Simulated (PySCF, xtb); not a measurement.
WCl₂, SMILES [Cl][W][Cl] (connectivity only; charge and spin as stated), neutral, multiplicity 3.

Harmonic wavenumbers (cm⁻¹) from GFN2-xTB (xtb) at its own minimum, in rising order: 100, 100, 408, 473.

Task: What does PBE0-D3(BJ)/def2-TZVP run with PySCF give at its own minimum? (An estimate is asked for; the answer gives what the named calculation found.)

Result: 36, 36, 416, 427. Paired by order, the mean absolute difference is 46 cm⁻¹ and the zero-point energies are 1.5 and 1.3 kcal/mol.
